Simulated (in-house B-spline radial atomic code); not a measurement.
How numerical settings move a run on Xe, [Kr] 4d10 5s2 5p6. Computed with an all-electron radial atomic-structure program (B-spline basis): scalar-relativistic (X2C) M06-2X, spin-polarised, spherical fractional occupations, Fermi nucleus of rms radius 4.7859 fm.

Command:
```bash
python run_scf.py task.json out
```
Settings of the sound reference run:
```
Z                54
electrons        54
configuration    [Kr] 4d10 5s2 5p6
hamiltonian      x2c
method           m062x
spin_polarised   True
nucleus          fermi
rms_radius       4.7859
mass_number      132
atomic_mass      131.9042
speed_of_light   137.036
knot_spacing     0.22
spline_order     8
gauss_points     12
box_radius       50
max_iterations   70
damping          0.5
damped_steps     3
diis_vectors     10
tolerance        1e-08
start            Thomas-Fermi
```

Run time, properties included: 2.6 s on 1 thread of Arm Neoverse N1, on a shared host.

It converges in 53 iterations to -7447.231337 hartree, with 5p up at -10.8278 eV. The other runs change the listed settings, some to values that make no sense; their results aren't properties of the atom or ion. Radii are in bohr (the nuclear one in fm), a minus after a letter asks for a j subshell, and «unchanged» means within 1e-8 hartree. The run stops when the residual is below 10 × tolerance × max(1, Z/10), or a noise floor if that is larger, and the energy moves by less than 1e-8 × √|E| hartree; so very loose and very tight tolerances often act alike.

```tsv
changed settings	outcome
knot_spacing = 0.55	converged in 11 iterations, energy +5.53e-01 hartree from the reference, 5p up level +2.5e-02 eV
spline_order = 7	converged in 11 iterations, energy -9.78e-04 hartree from the reference, 5p up level +2.7e-02 eV (the program warns: states collapsed into the nucleus by a negative tau potential were left out of the aufbau)
first_knot = 0.0556	converged in 9 iterations, energy +6.81e+00 hartree from the reference, 5p up level +8.4e-03 eV
max_iterations = 100, damped_steps = 30, diis_vectors = 0	converged in 19 iterations, energy unchanged, 5p up level +1.3e-06 eV (the program warns: states collapsed into the nucleus by a negative tau potential were left out of the aufbau)
knot_spacing = 2	converged in 7 iterations, energy +8.34e+02 hartree from the reference, 5p up level -4.6e+00 eV (the program warns: 5p up reaches the box edge; 3s up reaches the box edge)
hamiltonian = dirac, method = r2scan, spin_polarised = False	stopped with error: meta-GGAs are not served with the Dirac Hamiltonian
knot_spacing = 0.15	converged in 38 iterations, energy -4.80e-03 hartree from the reference, 5p up level +1.7e-02 eV (the program warns: states collapsed into the nucleus by a negative tau potential were left out of the aufbau)
knot_spacing = 0.75	converged in 10 iterations, energy +9.54e+00 hartree from the reference, 5p up level -4.9e-02 eV
first_knot = 0.000185	converged in 9 iterations, energy -1.93e-03 hartree from the reference, 5p up level +6.1e-03 eV
spline_order = 10	converged in 17 iterations, energy -6.79e-04 hartree from the reference, 5p up level +2.3e-02 eV
spline_order = 3	converged in 11 iterations, energy +2.35e-01 hartree from the reference, 5p up level -6.5e-04 eV
first_knot = 0.00556	converged in 9 iterations, energy -1.66e-01 hartree from the reference, 5p up level +4.4e-03 eV
spline_order = 5	converged in 11 iterations, energy +9.28e-04 hartree from the reference, 5p up level +2.0e-02 eV
knot_spacing = 0.3	converged in 12 iterations, energy +1.77e-03 hartree from the reference, 5p up level +2.6e-02 eV (the program warns: states collapsed into the nucleus by a negative tau potential were left out of the aufbau)
first_knot = 0.00185	converged in 9 iterations, energy -1.77e-02 hartree from the reference, 5p up level +4.1e-03 eV
first_knot = 1.85e-06	converged in 65 iterations, energy -2.09e-03 hartree from the reference, 5p up level -1.2e-03 eV (the program warns: states collapsed into the nucleus by a negative tau potential were left out of the aufbau)
knot_spacing = 0.4	converged in 9 iterations, energy +6.50e-03 hartree from the reference, 5p up level +3.6e-02 eV
```

(1) What happens with knot_spacing = 1?

(2) What happens with knot_spacing = 0.1?

(3) What happens with spline_order = 6?

(4) What happens with spline_order = 7, gauss_points = 6, max_iterations = 50?

Results:

(1) Converged in 8 iterations, energy +1.38e+02 hartree from the reference, 5p up level -1.4e+00 eV (the program warns: 4s up reaches the box edge; 4s down reaches the box edge).

(2) Converged in 18 iterations, energy -5.29e-03 hartree from the reference, 5p up level +1.2e-02 eV (the program warns: states collapsed into the nucleus by a negative tau potential were left out of the aufbau).

(3) Converged in 11 iterations, energy -1.90e-03 hartree from the reference, 5p up level -1.3e-02 eV.

(4) Converged in 21 iterations, energy -9.80e-04 hartree from the reference, 5p up level +2.7e-02 eV (the program warns: states collapsed into the nucleus by a negative tau potential were left out of the aufbau).
